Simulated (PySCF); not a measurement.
## Orbital picture of BeBr

PBEsol at R = 1.993 Å; PySCF, no relativity, basis sets Be def2-SVPD, Br def2-SVPD. State: ²Σ⁺ (doublet), unpaired electrons σ ↑. Only the outer orbitals are listed, counted within each symmetry.

| spin | orbital | occ. | ε (eV) | on Be (%) | main shells (%) |
| --- | --- | --- | --- | --- | --- |
| α | 8σ | 1 | -19.43 | 1 | 98 Br s |
| α | 9σ | 1 | -9.62 | 22 | 75 Br p, 15 Be s |
| α | 4π | 1 | -7.76 | 6 | 93 Br p |
| α | 4π | 1 | -7.76 | 6 | 93 Br p |
| α | 10σ | 1 | -5.23 | 94 | 64 Be s, 30 Be p |
| α | 5π | 0 | -2.27 | 93 | 93 Be p |
| α | 5π | 0 | -2.27 | 93 | 93 Be p |
| β | 8σ | 1 | -19.40 | 1 | 98 Br s |
| β | 9σ | 1 | -9.49 | 19 | 78 Br p, 11 Be s |
| β | 4π | 1 | -7.72 | 4 | 96 Br p |
| β | 4π | 1 | -7.72 | 4 | 96 Br p |
| β | 10σ | 0 | -3.01 | 105 | 96 Be s, 9 Be p |
| β | 5π | 0 | -1.17 | 86 | 86 Be p, 12 Br d |
| β | 5π | 0 | -1.17 | 86 | 86 Be p, 12 Br d |

Task: Which are the highest filled and the lowest empty level, where do they sit, and how wide is the gap?

Result: Highest filled α 10σ at -5.23 eV (in %: 64 Be s, 30 Be p); lowest empty β 10σ at -3.01 eV (in %: 96 Be s, 9 Be p); the gap at PBEsol is 2.22 eV.

The bond order (Mayer) is 1.03. The ⟨S²⟩ is 0.753. The charge on Be (Mulliken, basis-dependent) is 0.43, the charge on Be (Löwdin, basis-dependent) is 0.26 and the dipole moment (positive dipole means Be(−)Br(+)) is -0.70 D.

Shares are Mulliken populations and can fall outside 0 to 100 %.

Spin–orbit coupling is left out. The state was picked by a PBE0 search and need not be the measured ground state.
